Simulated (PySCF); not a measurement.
H$_{4}$Sn, charge +1, doublet, at a GFN2-xTB geometry (such geometries of metal compounds can be far from the true shape) (a state made from the parent by changing its charge; the spin is typed, not shown lowest) (core potentials on Sn); BLYP/def2-SVP run with PySCF.

The PySCF input:
```python
from pyscf import gto, scf, dft

mol = gto.M(
    atom='''
Sn   -0.000000    0.000000    0.000000
H    -0.835561    1.270893   -0.834699
H    -0.209306   -1.210320   -1.225304
H    -0.186072   -1.062305    1.359021
H     1.230939    1.001732    0.700982
''',
    basis='def2-svp',
    ecp={'Sn': 'def2-svp'},
    charge=1,
    spin=1,
    verbose=4,
)

mf = dft.ROKS(mol)
mf.xc = 'blyp'
mf.kernel()
mf.analyze()
```

The log (banner, timings and long lists left out):

```
PySCF version 2.14.0

[INPUT] verbose = 4
[INPUT] num. atoms = 5
[INPUT] num. electrons = 25
[INPUT] charge = 1
[INPUT] spin (= nelec alpha-beta = 2S) = 1
[INPUT] symmetry False subgroup None
[INPUT] Mole.unit = angstrom
[INPUT] Symbol           X                Y                Z      unit          X                Y                Z       unit  Magmom
[INPUT]  1 Sn     0.000000000000   0.000000000000   0.000000000000 AA    0.000000000000   0.000000000000   0.000000000000 Bohr   0.0
[INPUT]  2 H     -0.835561000000   1.270893000000  -0.834699000000 AA   -1.578981450368   2.401639703627  -1.577352506448 Bohr   0.0
[INPUT]  3 H     -0.209306000000  -1.210320000000  -1.225304000000 AA   -0.395531016228  -2.287173323084  -2.315488979334 Bohr   0.0
[INPUT]  4 H     -0.186072000000  -1.062305000000   1.359021000000 AA   -0.351625119450  -2.007465510756   2.568177487533 Bohr   0.0
[INPUT]  5 H      1.230939000000   1.001732000000   0.700982000000 AA    2.326137586046   1.892999130213   1.324663998250 Bohr   0.0

nuclear repulsion = 27.9824417544721
number of shells = 22
number of NR pGTOs = 89
number of NR cGTOs = 46
basis = def2-svp
ecp = {'Sn': 'def2-svp'}

******** <class 'pyscf.dft.roks.ROKS'> ********
method = ROKS
initial guess = minao
damping factor = 0
level_shift factor = 0
DIIS = <class 'pyscf.scf.diis.CDIIS'>
diis_start_cycle = 1
diis_space = 8
diis_damp = 0
SCF conv_tol = 1e-09
SCF conv_tol_grad = None
SCF max_cycles = 50
direct_scf = True
direct_scf_tol = 1e-13
num. doubly occ = 12  num. singly occ = 1
XC library pyscf.dft.libxc version 7.1.2
    S. Lehtola, C. Steigemann, M. J. T. Oliveira, and M. A. L. Marques,  SoftwareX 7, 1–5 (2018)
XC functionals = blyp
    A. D. Becke,  Phys. Rev. A 38, 3098 (1988)
    C. Lee, W. Yang, and R. G. Parr,  Phys. Rev. B 37, 785 (1988)
    B. Miehlich, A. Savin, H. Stoll, and H. Preuss,  Chem. Phys. Lett. 157, 200 (1989)
radial grids:
    Treutler-Ahlrichs [JCP 102, 346 (1995); DOI:10.1063/1.469408] (M4) radial grids

becke partition: Becke, JCP 88, 2547 (1988); DOI:10.1063/1.454033
pruning grids: <function nwchem_prune>
grids dens level: 3
symmetrized grids: False
atomic radii adjust function: <function treutler_atomic_radii_adjust>
small_rho_cutoff = 0
Set gradient conv threshold to 3.16228e-05
tot grids = 61192
init E= -193.889727435908
  HOMO = -0.840329325465389  LUMO = -0.624931238833504  gap/eV = 5.86128
cycle= 1 E= -215.068799307881  delta_E= -21.2  |g|=  2.4  |ddm|=  4.9
  HOMO = -0.353815616283676  LUMO = -0.15146637686486  gap/eV = 5.50620
cycle= 2 E= -214.324343251804  delta_E= 0.744  |g|=  3.2  |ddm|= 4.19
  HOMO = -0.481522173909345  LUMO = -0.294235365269134  gap/eV = 5.09633
cycle= 3 E= -216.197491930967  delta_E= -1.87  |g|= 0.117  |ddm|= 1.84
  HOMO = -0.48974638563341  LUMO = -0.304846166967517  gap/eV = 5.03139
cycle= 4 E= -216.199173280391  delta_E= -0.00168  |g|= 0.0306  |ddm|= 0.0715
  HOMO = -0.488166295614625  LUMO = -0.301161507479405  gap/eV = 5.08866
cycle= 5 E= -216.199628214451  delta_E= -0.000455  |g|= 0.000736  |ddm|= 0.0468
  HOMO = -0.487945673121502  LUMO = -0.301193976125188  gap/eV = 5.08177
cycle= 6 E= -216.199628469706  delta_E= -2.55e-07  |g|= 0.000115  |ddm|= 0.000907
  HOMO = -0.487982103403556  LUMO = -0.301224131458316  gap/eV = 5.08194
cycle= 7 E= -216.199628473758  delta_E= -4.05e-09  |g|= 9.74e-06  |ddm|= 0.000158
  HOMO = -0.487978279228773  LUMO = -0.301222115877755  gap/eV = 5.08189
cycle= 8 E= -216.199628473745  delta_E= 1.29e-11  |g|= 8.99e-06  |ddm|= 1.91e-05
  HOMO = -0.487978342185066  LUMO = -0.301222302638359  gap/eV = 5.08189
Extra cycle  E= -216.199628473384  delta_E= 3.61e-10  |g|= 2.33e-05  |ddm|= 4.06e-05
converged SCF energy = -216.199628473384
**** SCF Summaries ****
Total Energy =                        -216.199628473383768
Nuclear Repulsion Energy =              27.982441754472148
One-electron Energy =                 -426.969003560187332
Two-electron Energy =                  182.786933332331415
Two-electron Coulomb Energy =          201.876718955599813
DFT Exchange-Correlation Energy =      -19.089785623268398
HOMO-LUMO gap [eV] =                     5.081890683671834
**** MO energy ****
                Roothaan           | alpha              | beta
MO #1   energy= -5.17513837806158  | -5.17604622113355  | -5.17423053498961  occ= 2
MO #2   energy= -3.55957778784898  | -3.56057364718452  | -3.55858192850983  occ= 2
MO #3   energy= -3.55034188770225  | -3.55112300343382  | -3.54956077197068  occ= 2
MO #4   energy= -3.55034187766293  | -3.55112299305307  | -3.54956076227279  occ= 2
MO #5   energy= -1.21675757942615  | -1.21813201342062  | -1.21538314543167  occ= 2
MO #6   energy= -1.21491567309021  | -1.21614913292267  | -1.21368221325823  occ= 2
MO #7   energy= -1.2149156620884   | -1.21614911824449  | -1.21368220593236  occ= 2
MO #8   energy= -1.21349268490084  | -1.21472878405982  | -1.21225658519732  occ= 2
MO #9   energy= -1.20589281877303  | -1.20618705939764  | -1.20559857814843  occ= 2
MO #10  energy= -0.729736050471123 | -0.737406902411741 | -0.722065198530507 occ= 2
MO #11  energy= -0.555354379120886 | -0.566656667114138 | -0.54405209112786  occ= 2
MO #12  energy= -0.555354181606675 | -0.56665638945718  | -0.54405197379406  occ= 2
MO #13  energy= -0.487978342185066 | -0.50216260738085  | -0.4737940805448   occ= 1
MO #14  energy= -0.301222302638359 | -0.308751889319572 | -0.293692712507114 occ= 0
MO #15  energy= -0.262768382559655 | -0.273506375519287 | -0.25203038960002  occ= 0
MO #16  energy= -0.164763208692758 | -0.170355923921603 | -0.1591704934678   occ= 0
MO #17  energy= -0.164762868048286 | -0.170355443724895 | -0.159170292372245 occ= 0
MO #18  energy= -0.0710695558266323 | -0.074837836137363 | -0.0673012755158826 occ= 0
MO #19  energy= -0.0318563737319523 | -0.0338924217779682 | -0.0298203256859467 occ= 0
MO #20  energy= -0.0318561154389265 | -0.0338921861960514 | -0.0298200446818113 occ= 0
MO #21  energy= -0.00630968940405552 | -0.00977423605568869 | -0.00284514360599915 occ= 0

WARN: System has nonzero charge 1; the dipole moment is origin-dependent.
Location of origin: [0. 0. 0.]

Dipole moment(X, Y, Z, Debye):  0.00011, -0.00025,  0.00031
```
